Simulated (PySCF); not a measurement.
# Polarisability and C₆ of V²⁺ (vanadium, charge +2)

[Ar] 3d2 4s1, high-spin 4F determinant (an excited configuration). All numbers are calculated (PySCF 2.14, no relativity, point nucleus, in def2-TZVPPD). Coupled (time-dependent) response in atomic units; α is the mean over directions.

```json
{"method": "r2SCANh", "mean α (bohr³)": "28.48", "α xx, yy, zz": "28.45, 28.45, 28.53", "C₆ (like pair)": "137.5", "S(−4)": "710.0"}
```

S(−4) is the Cauchy moment in α(ω) = α(0) + S(−4) ω² + …

α(iu) at r2SCANh:

```tsv
u (hartree)	α(iu) (bohr³)
0	28.48
0.0500	26.82
0.100	22.91
0.200	14.93
0.300	9.976
0.500	5.569
0.750	3.536
1.00	2.599
1.50	1.675
2.00	1.192
3.00	0.6926
5.00	0.3147
```

A single London oscillator, α(iu) = α/(1 + u²/ω²), gives C₆ = (3/4) ω α². Matching the computed C₆ needs ω = 4 × 137.5 / (3 × 28.48²) = 0.226 hartree.

For an ion, C₆ is the dispersion term alone; charge-induced terms of lower order in 1/R come first.

The components differ because the open shell of this determinant is not spherical; for a pure term their mean is the scalar polarisability.
